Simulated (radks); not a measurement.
Excited configurations of neutral xenon: one electron is placed in a higher orbital outside [Kr] 4d10 5s2 5p5. The ground configuration is [Xe]. Calculated with a radial shooting solver on a logarithmic mesh with Libxc functionals: scalar-relativistic Kohn-Sham, PBE, spin-polarised, spherical densities, finite nucleus; open shells are filled with parallel spins first (spin-orbit coupling, left out, can overturn this in heavy ions); Fermi nuclear charge, rms radius 4.7859 fm. Excitation = E - E(ground); binding = E(ion) - E, where the ion is the core of charge +1; n* = 1/sqrt(2 binding) in atomic units, and the quantum defect is n - n*.

outer orbital	excitation (eV)	binding (eV)	n*	quantum defect	<r> (bohr)
5d	10.060	2.299	2.433	2.567	6.465
6s	8.471	3.888	1.871	4.129	5.760
6p	9.810	2.549	2.310	3.690	7.806
6d	10.989	1.370	3.151	2.849	13.50
7s	10.522	1.837	2.721	4.279	12.25
7p	10.965	1.394	3.124	3.876	15.42
7d	11.494	0.865	3.965	3.035	23.70

The Delta-SCF ionisation energy is 12.359 eV (NIST Atomic Spectra Database: 12.130 eV, measured). Self-interaction in the functional shifts the binding energies and quantum defects, so they are the method's values and not measured ones. Open shells are spherical and high-spin; term and fine-structure splittings are not resolved. Spin-orbit splitting is averaged out at the scalar-relativistic level.
